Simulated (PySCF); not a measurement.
# Basis and Hamiltonian dependence of the excitation energy of Te

Te [Kr] 4d10 5s2 5p4 (3P) → Te [Kr] 4d10 5s2 5p3 5d1 (5D). All values are computed (PySCF 2.14, energy differences of UHF-based or UKS calculations, no spin-orbit coupling). Values in eV.

```tsv
basis	Hamiltonian	functions	UHF	PBE	PBE0	MP2 (valence)	CCSD(T) (valence)
aug-cc-pVDZ-PP with ECP28MDF	ECP	32	6.983	7.316	7.385	7.449	7.496
aug-cc-pVTZ-PP with ECP28MDF	ECP	55	6.316	6.667	6.756	6.736	6.850
def2-TZVPPD with the def2 core potential (28 electrons)	ECP	59	6.200	6.543	6.639	6.698	6.824
aug-cc-pVTZ-PP with one added diffuse shell each of d, f type with ECP28MDF	ECP	67	5.874	6.256	6.360	6.317	6.441
aug-cc-pVTZ-DK3	spin-free X2C	68	6.336	6.685	6.775	6.756	6.869
x2c-TZVPPall with one added diffuse shell each of s, p, d, f type	spin-free X2C	76	6.043	6.411	6.509	6.455	6.572
def2-QZVPPD with the def2 core potential (28 electrons)	ECP	91	6.077	6.437	6.534	6.607	6.742
aug-cc-pwCVTZ-PP with ECP28MDF	ECP	96	6.321	6.682	6.768	6.758	6.874
aug-cc-pVQZ-DK3	spin-free X2C	102	6.269	6.623	6.716	6.748	n/a
aug-cc-pwCVTZ-DK3	spin-free X2C	109	6.342	6.700	6.788	6.778	6.894
aug-cc-pwCVTZ-DK3 with one added diffuse shell each of s, p, d, f type	spin-free X2C	125	5.890	6.286	6.388	6.352	n/a
x2c-QZVPPall with one added diffuse shell each of s, p, d, f type	spin-free X2C	128	6.034	6.408	6.505	6.527	n/a
aug-cc-pV5Z-PP with ECP28MDF	ECP	139	6.045	6.410	6.507	6.573	n/a
```

**Question.** Estimate the row for aug-cc-pVQZ-PP with one added diffuse shell each of s, p, d, f, g type with ECP28MDF (ECP, 117 functions).

**Answer.** From the rows with the same Hamiltonian and similar size; the calculation gives UHF 5.87; PBE 6.26; PBE0 6.36; MP2 (valence) 6.39 (eV).

Frozen in the all-electron rows: valence: [Kr] 4d10; with a core potential, the same shells as far as they lie outside it.

At UHF, aug-cc-pVDZ-PP with ECP28MDF lies more than 0.3 eV from the median of the rows with comparable relativity.

Reference for a calculation without spin-orbit coupling: 6.655 eV (measured, between term centres; NIST).
